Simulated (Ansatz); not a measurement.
Relaxation of BFH5NOSi (10 atoms, charge 0, multiplicity 1), to a largest force component of 0.02 eV/Å in at most 50 steps.

Level of theory: UKS B3LYP-D4/def2-SVP (Ansatz 0.2.0).

```xyz
10
Properties=species:S:1:pos:R:3:forces:R:3
N -1.769 -0.463 0.190 -0.01 0.97 0.90
B -0.386 -0.926 0.184 0.09 0.22 -2.41
O 0.466 -0.642 -0.962 0.29 2.06 3.04
Si 1.419 0.810 -0.545 -4.02 -0.49 0.19
F 0.280 2.101 -0.542 1.86 -1.82 0.13
H -2.436 -1.239 0.266 0.11 0.18 0.18
H -1.917 0.153 1.049 0.06 -1.04 -1.26
H 0.041 -1.577 1.073 0.69 -0.39 0.53
H 1.998 0.685 0.816 -0.14 0.06 -0.01
H 2.387 1.048 -1.527 1.09 0.25 -1.29
```

Q: Where does it end, and by what steps?

A: The forces met the threshold. After 23 steps the energy has fallen by 2.006 eV; H7 moved furthest, 1.81 Å.

```csv
step,energy less start (eV),largest force component (eV/Å),accepted
0,0.0000,4.016,yes
1,-0.5003,2.332,yes
2,-0.7635,1.250,yes
3,-0.9333,1.031,yes
4,-1.1443,1.518,yes
5,-1.3880,1.667,yes
6,-1.6540,1.417,yes
7,-1.8419,1.714,yes
8,-1.9330,0.329,yes
9,-1.9309,0.376,no
10,-1.9404,0.101,yes
11,-1.9474,0.108,yes
12,-1.9515,0.326,yes
13,-1.9573,0.519,yes
14,-1.9732,0.455,yes
15,-1.9937,0.161,yes
16,-1.9946,0.313,yes
17,-2.0028,0.112,yes
18,-2.0031,0.133,yes
19,-2.0053,0.027,yes
20,-2.0059,0.025,yes
21,-2.0062,0.027,yes
22,-2.0063,0.022,yes
23,-2.0065,0.017,yes
```

```xyz
10
Properties=species:S:1:pos:R:3
N -1.915 -0.976 0.240
B -0.573 -0.641 0.431
O 0.036 0.237 -0.443
Si 1.525 0.947 -0.487
F 1.424 2.423 0.182
H -2.411 -1.615 0.847
H -2.473 -0.586 -0.512
H 0.045 -1.129 1.353
H 2.513 0.165 0.299
H 1.911 1.125 -1.905
```

Whether the end is a true minimum wasn't checked by a vibrational analysis.

Time of the run: 2.2 min on 2 threads of Intel(R) Xeon(R) Platinum 8259CL CPU @ 2.50GHz (Skylake/Cascade Lake), on a shared host, peak memory 0.29 GiB.
